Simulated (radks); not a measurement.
Spherical quantum dot in the effective-mass picture: electrons in a hard-walled sphere of radius 4.63, all in effective atomic units (hartree* = m*/eps^2 hartree, bohr* = eps/m* bohr), one dielectric constant everywhere. Calculated with a radial shooting solver with Libxc functionals: non-relativistic Kohn-Sham, exchange-only LDA, spin-polarised, spherical densities. Levels are named by radial order and angular momentum (1s, 1p, 1d, 2s, ...), and open shells are averaged over m.

N = 16, configuration 1s2 1p6 1d(up 5, down 3). This is the lowest configuration that the search found. Occupied and some empty levels:

level,occupation,eigenvalue (hartree*),<r> (bohr*)
1s up,1,4.6199,3.094
1s down,1,4.6495,3.083
1p up,3,4.7442,3.220
1p down,3,4.7751,3.215
1d up,5,4.9578,3.327
1d down,3,4.9895,3.325
1f up,0,5.2490,3.417
1f down,0,5.2812,3.416
2s up,0,5.4529,2.085
2s down,0,5.4667,2.081
2p up,0,5.8548,2.431
2p down,0,5.8733,2.427

Energy (hartree*): total 42.9313, kinetic 11.252, external 0, Hartree 36.141, exchange-correlation -4.4619.
